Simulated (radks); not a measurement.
The numbers below are computed, except where a source is named.
Mg2+, configuration [Ne]. Code: a radial shooting solver on a logarithmic mesh with Libxc functionals. Model: scalar-relativistic Kohn-Sham, PBEsol, spin-unpolarised, spherical densities, finite nucleus; Fermi nuclear charge, rms radius 3.057 fm.

Unscreened Slater integrals over Kohn-Sham orbitals (hartree).

integral,value
"F0(2p,2p)",1.3523
"F2(2p,2p)",0.61137
"F0(2p,2s)",1.3219
"G1(2p,2s)",0.79414
"F0(2p,1s)",1.9336
"G1(2p,1s)",0.23935
"F0(2s,2s)",1.3059
"F0(2s,1s)",1.8548
"G0(2s,1s)",0.14206
"F0(1s,1s)",7.1992
